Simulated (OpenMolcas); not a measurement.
## Pr: the spin-orbit constant, worked from levels

```yaml
Program: OpenMolcas
Basis: ANO-RCC-VQZP [9s8p6d4f3g2h]
Scalar_Hamiltonian: DKH2, point nucleus
Active_space: 3 electrons in 7 orbitals (4f)
State_averaging: 2S+1 = 4 odd, 35 roots; 2S+1 = 2 odd, 112 roots (89 in the spin-orbit step)
Spin-orbit_coupling: state interaction with AMFI integrals over the reference wave functions, term energies averaged over their components
```

Methods: CASSCF; MS-CASPT2, IPEA 0.25 Eh, imaginary shift 0.1 Eh (closed shells correlated: 5s 5p 6s). Measured levels: NIST Handbook of Basic Atomic Spectroscopic Data.

**The spin-orbit constant.** For the Hund term 4I* of f3, E(J) = (A/2) J(J+1) + constant and ζ = 2S·A = 3A. From J = 9/2 to J = 15/2 the energy changes by 19.5 A.

```csv
Source,E(15/2) - E(9/2),A,ζ
CASSCF,4766.4,244.4,733
MS-CASPT2,4828.6,247.6,743
measured,4381.1,224.7,674
```

All in cm-1. MS-CASPT2 is off by +10.2 % and CASSCF by +8.8 %. Both methods take the spin-orbit matrix elements from the reference wave functions, so the second can move ζ only through the term energies and any multistate remixing. Second-order mixing with other terms is absorbed into this ζ.

Term energies are means over components that CASPT2 splits; among the terms shown or strongly mixed into the levels shown the widest spread is 1500 cm-1 (4f3 6s2 4I*, MS-CASPT2). High states are left out of the spin-orbit mixing, which shifts the levels that they would mix with. With the s shell closed, the reference lacks s² → p² mixing. Without dynamic correlation excited terms often stand tens of per cent too high (terms of higher spin than the ground term too low), and those without a measured partner can miss by more than the paired ones (holds for CASSCF). Blocks of more than 70 roots (2S+1 = 2 odd) ran without multistate coupling (holds for MS-CASPT2). Computed and measured levels are paired by configuration, term and J; levels that our copy of the source lacks, or whose pairing is in doubt (as where it misses far off the trend of its configuration), stay unpaired and out of the deviations. Only configurations of the active space appear.

* marks odd parity.
